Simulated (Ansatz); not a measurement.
Mulliken charges of `C[SiH](F)C#N` from PBE/def2-TZVPP in Ansatz (PBE0-D4/def2-TZVP geometry).

```json
{"atom": "C1", "x (Å)": "-0.718", "y (Å)": "-1.017", "z (Å)": "-0.141", "charge (e)": "-0.372"}
{"atom": "Si2", "x (Å)": "0.644", "y (Å)": "0.121", "z (Å)": "0.350", "charge (e)": "0.579"}
{"atom": "F3", "x (Å)": "2.026", "y (Å)": "-0.332", "z (Å)": "-0.297", "charge (e)": "-0.265"}
{"atom": "C4", "x (Å)": "0.289", "y (Å)": "1.816", "z (Å)": "-0.311", "charge (e)": "-0.280"}
{"atom": "N5", "x (Å)": "0.024", "y (Å)": "2.864", "z (Å)": "-0.709", "charge (e)": "0.044"}
{"atom": "H6", "x (Å)": "-0.525", "y (Å)": "-2.027", "z (Å)": "0.229", "charge (e)": "0.118"}
{"atom": "H7", "x (Å)": "-1.665", "y (Å)": "-0.671", "z (Å)": "0.280", "charge (e)": "0.122"}
{"atom": "H8", "x (Å)": "-0.818", "y (Å)": "-1.056", "z (Å)": "-1.227", "charge (e)": "0.124"}
{"atom": "H9", "x (Å)": "0.831", "y (Å)": "0.255", "z (Å)": "1.808", "charge (e)": "-0.070"}
```

Problem. By hand: the dipole of these point charges (1 e Å = 4.8032 D).

Solution. Σ q r = (-0.401, -0.316, 0.172) e Å, of length 0.539 e Å = 2.59 D.

Problem. How does the dipole of the full density compare? (Best estimate.)

Solution. The calculation gave: (-0.225, -0.690, 0.271) e Å, 3.72 D; the point charges give 0.70 times that, at 32° from its direction.

Point charges leave out the atoms' own dipoles, such as those of lone pairs, and Mulliken's split depends on the basis, so the two needn't agree.
